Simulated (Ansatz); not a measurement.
`B[Si](C)(C)C` + `C[SeH]` → `B[Se]C` + `C[SiH](C)C` at 700 K and 1 bar (cleavage of the B–Si bond).

Computed with Ansatz on PBE0-D4/def2-TZVP structures; ΔE is electronic, products minus reactants. CBS: MP2 limit from def2 TZ/QZ plus the TZ coupled-cluster correction, frozen cores. For Se outer-core shells are correlated without core-valence functions, which leaves a few kJ/mol of doubt a bond. Scalar relativity is left out up to krypton.

```csv
species,CCSD(T)/CBS energy (Eh),H − E (kJ/mol),S (J/(mol·K))
`B[Si](C)(C)C`,-434.65287,450.5,553.3
`C[SeH]`,-2441.15625,157.6,325.3
`B[Se]C`,-2466.56684,209.3,383.6
`C[SiH](C)C`,-409.29330,400.4,467.7
```

H − E and S are ideal-gas, rigid-rotor, harmonic terms from PBE0-D4/def2-TZVP. 1 Eh = 2625.50 kJ/mol, R = 8.31446 J/(mol·K).

By hand: ΔE, ΔH, ΔS and ΔG.

ΔE = (-2466.56684) + (-409.29330) − (-434.65287) − (-2441.15625) = -0.05102 Eh = -134.0 kJ/mol. Δ(H − E) = 209.3 + 400.4 − 450.5 − 157.6 = 1.6, so ΔH = -132.4 kJ/mol. ΔS = 383.6 + 467.7 − 553.3 − 325.3 = -27.3 J/(mol·K). ΔG = -132.4 − 700 × (-27.3)/1000 = -113.3 kJ/mol.

By hand: the equilibrium constant, and the temperature at which ΔG would vanish if ΔH and ΔS stayed fixed.

log₁₀ K = −ΔG/(RT ln 10) = 8.5. ΔG = 0 at ΔH/ΔS = 4850 K, far beyond where these terms or the molecules hold.

ΔH outweighs TΔS. A doubt of 5 kJ/mol in ΔE shifts log₁₀ K by 0.4 here. These are equilibria of isolated gas molecules and say nothing of rates. Largest T1 diagnostic: 0.013 (customary marks: 0.02 for closed shells, 0.045 for open ones).
